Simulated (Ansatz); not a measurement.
C₂H₁₀N₂Si (`CN[SiH2]CN`), relaxed with RKS PBE0-D4/def2-TZVP in Ansatz from a PBE-D4/def2-SVP geometry. The force threshold is 0.005 eV/Å; the program also tests the step.

Total charge 0; spin multiplicity 1.

Start:

```xyz
15

C     0.456    0.979    1.727
N    -0.019    1.326    0.393
Si    0.525    0.497   -1.054
C    -0.457   -1.121   -1.282
N    -0.654   -1.718    0.044
H     1.443    1.429    1.995
H    -0.273    1.291    2.506
H     0.562   -0.122    1.803
H    -0.223    2.322    0.283
H     1.999    0.156   -0.996
H     0.276    1.438   -2.206
H     0.166   -1.801   -1.904
H    -1.392   -0.932   -1.872
H    -1.125   -2.629   -0.026
H    -1.284   -1.115    0.589
```

Q: By how much does the energy fall, and how many steps does the optimiser take? (Estimate.)

A: The calculation gave: 1.76 kcal/mol, in 11 steps.

Q: Which bonds change most? (Estimate.)

A: Computed: N2–Si3 from 1.754 to 1.720 Å; Si3–C4 from 1.907 to 1.883 Å; Si3–H10 from 1.513 to 1.492 Å; C1–H6 from 1.118 to 1.097 Å.

Q: Give the relaxed structure. (Best estimate.)

A: The calculation gave: 
```xyz
15

C     0.490    1.027    1.726
N     0.025    1.308    0.383
Si    0.540    0.452   -1.017
C    -0.496   -1.095   -1.297
N    -0.674   -1.760   -0.008
H     1.328    1.666    2.033
H    -0.313    1.147    2.461
H     0.829   -0.009    1.786
H    -0.325    2.243    0.261
H     1.964    0.032   -0.876
H     0.394    1.374   -2.180
H     0.069   -1.756   -1.965
H    -1.434   -0.848   -1.818
H    -1.196   -2.622   -0.104
H    -1.201   -1.160    0.615
```
